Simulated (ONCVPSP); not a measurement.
**Before and after: ONCV potential for strontium**

Sr, optimised norm-conserving Vanderbilt (ONCV), made with ONCVPSP 4.0.1 (PBEsol, scalar-relativistic). Core [Ar] 3d10, reference 4s2 4p6 5s2. Waves: 4s+5s: rc 2.60 bohr, ncon 3, nbas 6, qcut 4.5 1/bohr, 2 projectors; 4p: rc 2.25 bohr, ncon 5, nbas 9, qcut 6.6 1/bohr, 2 projectors, debl 3.3 Ha; d scattering state at 0.32 Ha: rc 2.55 bohr, ncon 5, nbas 8, qcut 4 1/bohr, 2 projectors, debl 0.3 Ha. Local part: polynomial inside 2.05 bohr (lpopt 5, dvloc0 6 Ha). Core correction: polynomial model core, fcfact 0.4.

In the d channel the program set the typed energies aside and used 0.050, 0.350 Ha.

Change: s: ncon 5, nbas 8.

Cutoffs: the cutoffs (Ha) at which the residual kinetic energy of the hardest occupied pseudo-wave falls to 1 and 0.1 mHa per electron; they do not see the model core or the augmentation charge, which bear on the density cutoff. Errors are all-electron minus pseudo energies relative to the spin-unpolarised reference configuration.

**Question.** How do hardness, ghosts and transferability respond?

**Answer.** The potential gets neither clearly harder nor softer (8.0 Ha and 16 Ha → 8.0 Ha and 16 Ha); the p channel sets the loose cutoff, while the largest relative change is in s, which becomes harder; the errors of the 4 common tests hardly move; neither file shows a bound ghost.

| quantity | base | changed |
| --- | --- | --- |
| cutoff, loose | 8.0 Ha | 8.0 Ha |
| cutoff, tight | 16 Ha | 16 Ha |
| loose cutoff by channel | s 3.8 Ha, p 8.0 Ha | s 6.6 Ha, p 8.0 Ha |
| bound ghosts | none | none |
| GHOST(+) flags under 300 eV | none | none |
| error for 4s2 4p6 5s1, meV [ΔE 5.90 eV] | -0.8 | -0.8 |
| error for 4s2 4p6 5s0, meV [ΔE 16.79 eV] | -5.6 | -4.8 |
| error for 4s2 4p6 5s1.5, meV [ΔE 2.35 eV] | -0.2 | -0.2 |
| error for 4s2 4p6 4d0.5 5s1.5, meV [ΔE 1.15 eV] | -1.9 | -1.8 |
| s: phases at 2.64 bohr within 0.05 rad from the reference energy up to (Ha; the scan ends near 5) | 2.8 | 3.4 |
| p: phases at 2.29 bohr within 0.05 rad from the reference energy up to (Ha; the scan ends near 5) | to the end of the scan | to the end of the scan |
| d: phases at 2.59 bohr within 0.05 rad from the reference energy up to (Ha; the scan ends near 5) | to the end of the scan | to the end of the scan |
| rms error of d²Exc/dni dnj with the model core, mHa | 2.16 | 1.93 |
